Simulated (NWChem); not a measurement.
**Polarisability of AlCl**

```xyz
2

Al     0.0000     0.0000    -1.2166
Cl     0.0000     0.0000     0.9303
```
Charge 0, spin multiplicity 1.

All runs are NWChem calculations. All single points use one geometry, from PBE0/def2-SVP, a minimum by its harmonic frequencies.

Basis set: aug-cc-pVDZ. Static limit.

The correlated methods keep 10 core orbitals frozen. B3LYP has NWChem's definition, with VWN1-RPA local correlation. The structure started from a generated list of species. Coupled-cluster values serve here as a point of comparison, not as the truth.

| method | isotropic polarisability (bohr³) |
|---|---|
| B3LYP | … |
| BHandHLYP | … |
| CCSD linear response | 52.57 |
| PBE | … |
| HF | 52.77 |

### Question
Complete the blanks.

### Answer

- B3LYP, isotropic polarisability (bohr³): 52.92
- BHandHLYP, isotropic polarisability (bohr³): 51.94
- PBE, isotropic polarisability (bohr³): 54.20
